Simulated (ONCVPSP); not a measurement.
## Ag (Z = 47), ONCV: configuration errors across variants

- Element: Ag (Z = 47)
- Generator: ONCVPSP 4.0.1
- Type: optimised norm-conserving Vanderbilt (ONCV)
- Functional: PBE
- Relativity: scalar-relativistic
- Frozen core: [Ar] 3d10
- Valence charge: 19
- Reference configuration: 4s2 4p6 4d9.5 (charge +1.5)
- Partial waves: 4s: rc 1.35 bohr, ncon 4, nbas 8, qcut 8.6 1/bohr, 2 projectors, debl 0.7 Ha; 4p: rc 1.25 bohr, ncon 4, nbas 7, qcut 11.8 1/bohr, 3 projectors, debl 1.9 Ha; 4d: rc 1.90 bohr, ncon 4, nbas 8, qcut 9.1 1/bohr, 3 projectors, debl 1 Ha
- Local potential: polynomial inside 0.90 bohr (lpopt 5, dvloc0 -1 Ha)
- Core correction: Teter function, fcfact 1.5, rcfact 1.7

In the s channel the program set the typed energies aside and used -4.049, 0.250 Ha. In the p channel the program set the typed energies aside and used -2.707, 0.250, 2.150 Ha.

All-electron excitation energies from the reference (eV): (1) 4s2 4p6 4d10 5s1 -17.157; (2) 4s2 4p6 4d10 -9.399; (3) 4s2 4p6 4d9 12.715; (4) 4s2 4p6 4d7 100.623.

Errors AE − PS in meV (a dash: test not solved or not reliable):

```tsv
change	(1)	(2)	(3)	(4)	bound ghosts	GHOST(+) flags above zero
base	+1.8	+1.2	-0.2	+59	none	s
core correction Teter function, fcfact 1.4, rcfact 1.7	+1.9	+1.2	-0.2	+59	none	s
core correction Teter function, fcfact 2.6, rcfact 1.7	+1.8	+1.2	-0.2	+57	none	s
core correction Teter function, fcfact 3.7, rcfact 1.7	+1.7	+1.2	-0.3	+55	none	s
core correction Teter function, fcfact 4.3, rcfact 1.7	+1.6	+1.1	-0.3	+53	none	s
core correction Teter function, fcfact 5.7, rcfact 1.7	+1.5	+1.1	-0.4	+49	none	s
core correction Teter function, fcfact 6.3, rcfact 1.7	+1.5	+1.1	-0.4	+47	none	s
```

(1) Give the same row for: core correction Teter function, fcfact 7.2, rcfact 1.7.

## Answers

(1) +1.4, +1.0, -0.5, +44; bound ghosts: none; GHOST(+) flags above zero: s.
